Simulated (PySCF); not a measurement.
Polarisability and C₆ of Ti²⁺ (titanium, charge +2)

[Ar] 3d2, high-spin 3F determinant. All numbers are calculated (PySCF 2.14, no relativity, point nucleus, in def2-TZVPPD (6s6p4d2f1g, 67 functions)). Coupled (time-dependent) response in atomic units; α is the mean over directions.

```tsv
method	mean α (bohr³)	C₆ (like pair)	S(−4)
B3LYP	4.801	14.38	19.67
```

S(−4) is the Cauchy moment in α(ω) = α(0) + S(−4) ω² + …

α(iu) at B3LYP:

```tsv
u (hartree)	α(iu) (bohr³)
0	4.801
0.0500	4.753
0.100	4.621
0.200	4.218
0.300	3.795
0.500	3.123
0.750	2.533
1.00	2.091
1.50	1.467
2.00	1.068
3.00	0.6235
5.00	0.2800
```

A single London oscillator, α(iu) = α/(1 + u²/ω²), gives C₆ = (3/4) ω α². Matching the computed C₆ needs ω = 4 × 14.38 / (3 × 4.801²) = 0.832 hartree.

For an ion, C₆ is the dispersion term alone; charge-induced terms of lower order in 1/R come first.
